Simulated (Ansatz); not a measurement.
Cl2Si, SMILES `Cl[Si]Cl` (excited triplet) (charge 0, multiplicity 3). This triplet is an excited state, 2.33 eV above the relaxed singlet at the level composite: frozen-core CCSD(T) with HF/cc-pVQZ and the correlation energy extrapolated as X^-3 from cc-pVTZ and cc-pVQZ, plus CCSDT(Q) minus CCSD(T) in cc-pVDZ // PBE0-D3(BJ)/def2-TZVP (Ansatz, a first-principles code).

These are PBE/cc-pVTZ // PBE0-D3(BJ)/def2-TZVP in Ansatz values and carry that method's errors.

Ansatz 0.2 input:
```yaml
crystal:
  periodic: [false, false, false]
  atoms:
    - { symbol: Cl, position_ang: [-1.754197, -0.352424, 0.000007] }
    - { symbol: Si, position_ang: [-0.001108, 0.699287, -0.000001] }
    - { symbol: Cl, position_ang: [1.755305, -0.346862, -0.000006] }
basis:
  gaussian: { orbitals: cc-pVTZ }
hamiltonian:
  xc: pbe
magnetization:
  spin_polarized: true
  initial_magnetization: 2
```

Output:

```
Functional definition: PBE
821 factors; their error is unknown
mean field evaluation 1: about -32909.1793 eV, gradient 9.9e0 eV
mean field evaluation 2: about -32909.1461 eV, gradient 1.1e1 eV
mean field evaluation 4: about -32909.7725 eV, gradient 1.0e0 eV
mean field evaluation 8: about -32909.7424 eV, gradient 2.1e-2 eV
mean field -32909.74239113 eV, -1209.4107258495 hartree, gradient 2.0e-5 eV, S^2 2.002693; 0 other end points of the search recorded, 0 dependent functions left out
reference -32909.74242277 eV, -1209.4107270121 hartree; 25, 23 occupied and 77, 79 virtual orbitals, 821 factors
Total energy: -32909.74242277 eV, -1209.4107270121 hartree
```
